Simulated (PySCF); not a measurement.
PySCF input (B3PW91/6-31G* (5d)):

```python
from pyscf import gto, dft

mol = gto.M(
    atom='''
    C    -1.93431100    0.08716700    0.35535200
    C    -0.75443500    0.35236600   -0.56730200
    C     0.56497100   -0.08049900    0.01824500
    O     0.73112100   -0.58792300    1.09620000
    O     1.59147200    0.17115400   -0.83087300
    H    -1.81802000    0.61626200    1.30089200
    H    -2.02155800   -0.97488500    0.58326700
    H    -2.86220500    0.41703100   -0.11285900
    H    -0.86969000   -0.16159100   -1.52561500
    H    -0.66814700    1.41396300   -0.81502300
    H     2.40152800   -0.13083200   -0.39105200
    ''',
    basis='6-31g*',
    charge=0,
    spin=0,
    verbose=4,
)

mf = dft.RKS(mol, xc='b3pw91')
mf.grids.level = 3
mf.conv_tol = 1e-9
mf.max_cycle = 100
mf.max_memory = 1500
mf.kernel()
if not mf.converged:
    mf = mf.newton()
    mf.kernel(mf.make_rdm1())
mf.dip_moment()
```

From the output:

```
atomic radii adjust function: <function treutler_atomic_radii_adjust>
small_rho_cutoff = 0
Set gradient conv threshold to 3.16228e-05
Initial guess from minao.
tot grids = 129368
init E= -268.798545654416
  HOMO = -0.375439408804009  LUMO = -0.0669680627310267  gap/eV = 8.39393
cycle= 1 E= -268.113741715108  delta_E= 0.685  |g|= 0.953  |ddm|= 3.02
  HOMO = -0.11834237894985  LUMO = 0.0651907369816924  gap/eV = 4.99419
cycle= 2 E= -267.726246412014  delta_E= 0.387  |g|=  1.7  |ddm|= 2.03
  HOMO = -0.277102112591942  LUMO = 0.0230085230511059  gap/eV = 8.16643
cycle= 3 E= -268.270192487326  delta_E= -0.544  |g|= 0.329  |ddm|= 1.52
  HOMO = -0.271306084484062  LUMO = 0.0148631621278867  gap/eV = 7.78706
cycle= 4 E= -268.291071154276  delta_E= -0.0209  |g|= 0.0755  |ddm|= 0.285
  HOMO = -0.277960928617613  LUMO = 0.00966859453421387  gap/eV = 7.82680
cycle= 5 E= -268.291966143288  delta_E= -0.000895  |g|= 0.0268  |ddm|= 0.0658
  HOMO = -0.275079156713764  LUMO = 0.0134223041737371  gap/eV = 7.85052
cycle= 6 E= -268.292132587792  delta_E= -0.000166  |g|= 0.00448  |ddm|= 0.0251
  HOMO = -0.275235699911919  LUMO = 0.0136499207883412  gap/eV = 7.86098
cycle= 7 E= -268.292136807693  delta_E= -4.22e-06  |g|= 0.00128  |ddm|= 0.00421
  HOMO = -0.275466616708675  LUMO = 0.0134799948225228  gap/eV = 7.86264
cycle= 8 E= -268.292137159489  delta_E= -3.52e-07  |g|= 0.00027  |ddm|= 0.00142
  HOMO = -0.2754664589937  LUMO = 0.0135014786075165  gap/eV = 7.86322
cycle= 9 E= -268.292137175139  delta_E= -1.56e-08  |g|= 3.53e-05  |ddm|= 0.000263
  HOMO = -0.27547324437155  LUMO = 0.0134970288454808  gap/eV = 7.86328
cycle= 10 E= -268.292137175442  delta_E= -3.02e-10  |g|= 5.23e-06  |ddm|= 5.66e-05
  HOMO = -0.275472816404144  LUMO = 0.0134976092664219  gap/eV = 7.86329
Extra cycle  E= -268.292137175445  delta_E= -3.69e-12  |g|= 4.54e-06  |ddm|= 8.7e-06
converged SCF energy = -268.292137175445
Dipole moment(X, Y, Z, Debye): -0.08834,  0.60634, -1.31936
```

The geometry given is a B3LYP-D3(BJ)/def2-TZVP minimum.
